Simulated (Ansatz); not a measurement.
Ansatz (an electronic-structure program) input (PBE/6-31G*):

Ansatz 0.2 input:
```yaml
crystal:
  periodic: [false, false, false]
  atoms:
    - {symbol: P, position_ang: [0.03250700, -0.05666500, 0.05072500]}
    - {symbol: H, position_ang: [0.00392900, -0.00963900, -1.35582500]}
    - {symbol: H, position_ang: [1.39733700, 0.61532200, 0.12299900]}
    - {symbol: H, position_ang: [-0.65116600, 1.13786300, 0.34586100]}
    - {symbol: H, position_ang: [-1.23770800, -0.89357700, 0.12608900]}
basis:
  gaussian:
    orbitals: 6-31G*
hamiltonian:
  xc: {name: PBE}
magnetization: {spin_polarized: true, initial_magnetization: 1}
relax: {f_tol: 0.003, max_steps: 120}
```

Output:

```
Functional definition: PBE
integrals: 0.00 GiB planned
316 factors; integrals over basis functions are off by at most 6.0e-4 eV
mean field: 0.07 GiB planned
mean field evaluation 1: about -9345.5856 eV, gradient 7.5e0 eV
mean field evaluation 2: about -9345.7946 eV, gradient 6.4e0 eV
mean field evaluation 4: about -9346.0612 eV, gradient 2.9e-1 eV
mean field evaluation 8: about -9346.0577 eV, gradient 2.1e-3 eV
mean field -9346.05773015 eV, -343.4612865975 hartree, gradient 4.3e-5 eV, S^2 0.754388; 0 other end points of the search recorded, 0 dependent functions left out
the calculation of the forces begins
reference -9346.05775542 eV, -343.4612875262 hartree; 10, 9 occupied and 17, 18 virtual orbitals, 316 factors
relax step   1: F+E_penalty+E_count = -9346.05773015 eV  Δ(F+E_penalty+E_count) = +0.000e0 eV  max|allowed force component| = 4.384e-1 eV/Å  Δτ_max = 0.0000 Å  (23 SCF iters, accepted)
these checks for a lower state are left out or cut short: starts, cluster_reference, orbital_swaps, neighbouring_geometries, increment
integrals: 0.00 GiB planned
316 factors; integrals over basis functions are off by at most 6.0e-4 eV
mean field: 0.07 GiB planned
mean field evaluation 16: about -9346.0709 eV, gradient 3.2e-2 eV
mean field -9346.07095506 eV, -343.4617726039 hartree, gradient 8.1e-5 eV, S^2 0.754714; 0 other end points of the search recorded, 0 dependent functions left out
the calculation of the forces begins
reference -9346.07098034 eV, -343.4617735329 hartree; 10, 9 occupied and 17, 18 virtual orbitals, 316 factors
relax step   2: F+E_penalty+E_count = -9346.07095506 eV  Δ(F+E_penalty+E_count) = -1.322e-2 eV  max|allowed force component| = 1.443e-1 eV/Å  Δτ_max = 0.0203 Å  (24 SCF iters, accepted)
these checks for a lower state are left out or cut short: starts, cluster_reference, orbital_swaps, neighbouring_geometries, increment
integrals: 0.00 GiB planned
316 factors; integrals over basis functions are off by at most 6.0e-4 eV
mean field: 0.07 GiB planned
mean field -9346.07325316 eV, -343.4618570578 hartree, gradient 1.1e-5 eV, S^2 0.754938; 0 other end points of the search recorded, 0 dependent functions left out
the calculation of the forces begins
reference -9346.07327855 eV, -343.4618579908 hartree; 10, 9 occupied and 17, 18 virtual orbitals, 316 factors
relax step   3: F+E_penalty+E_count = -9346.07325316 eV  Δ(F+E_penalty+E_count) = -2.298e-3 eV  max|allowed force component| = 2.068e-2 eV/Å  Δτ_max = 0.0122 Å  (23 SCF iters, accepted)
these checks for a lower state are left out or cut short: starts, cluster_reference, orbital_swaps, neighbouring_geometries, increment
integrals: 0.00 GiB planned
316 factors; integrals over basis functions are off by at most 6.0e-4 eV
mean field: 0.07 GiB planned
mean field -9346.07324670 eV, -343.4618568202 hartree, gradient 8.9e-5 eV, S^2 0.754961; 0 other end points of the search recorded, 0 dependent functions left out
the calculation of the forces begins
reference -9346.07327205 eV, -343.4618577519 hartree; 10, 9 occupied and 17, 18 virtual orbitals, 316 factors
relax step   4: F+E_penalty+E_count = -9346.07324670 eV  Δ(F+E_penalty+E_count) = +6.464e-6 eV  max|allowed force component| = 1.924e-2 eV/Å  Δτ_max = 0.0044 Å  (19 SCF iters, rejected (line search))
these checks for a lower state are left out or cut short: starts, cluster_reference, orbital_swaps, neighbouring_geometries, increment
integrals: 0.00 GiB planned
316 factors; integrals over basis functions are off by at most 6.0e-4 eV
mean field: 0.07 GiB planned
mean field evaluation 32: about -9346.0777 eV, gradient 5.3e-2 eV
mean field -9346.07330624 eV, -343.4618590083 hartree, gradient 4.5e-5 eV, S^2 0.754939; 0 other end points of the search recorded, 0 dependent functions left out
the calculation of the forces begins
reference -9346.07333161 eV, -343.4618599406 hartree; 10, 9 occupied and 17, 18 virtual orbitals, 316 factors
relax step   5: F+E_penalty+E_count = -9346.07330624 eV  Δ(F+E_penalty+E_count) = -5.308e-5 eV  max|allowed force component| = 3.044e-4 eV/Å  Δτ_max = 0.0021 Å  (18 SCF iters, accepted)
integrals: 0.00 GiB planned
316 factors; integrals over basis functions are off by at most 6.0e-4 eV
mean field: 0.07 GiB planned
mean field -9346.07330624 eV, -343.4618590083 hartree, gradient 4.5e-5 eV, S^2 0.754939; 1 other end points of the search recorded, 0 dependent functions left out
the calculation of the forces begins
reference -9346.07333161 eV, -343.4618599406 hartree; 10, 9 occupied and 17, 18 virtual orbitals, 316 factors
Total energy: -9346.07333161 eV, -343.4618599406 hartree
Atom 0 at     0.041741    -0.072761     0.065134 Å, force     0.000085    -0.000148     0.000133 eV/Å
Atom 1 at     0.002603    -0.007328    -1.358468 Å, force     0.000158    -0.000275     0.000121 eV/Å
Atom 2 at     1.415851     0.633225     0.118054 Å, force    -0.000156     0.000304    -0.000265 eV/Å
Atom 3 at    -0.652768     1.140657     0.343934 Å, force     0.000098    -0.000170     0.000277 eV/Å
Atom 4 at    -1.262528    -0.900488     0.121195 Å, force    -0.000184     0.000289    -0.000265 eV/Å
Dipole moment:    -0.059978     0.104550    -0.093591 e Å
```

The geometry given is a B3LYP-D3(BJ)/def2-TZVP minimum.
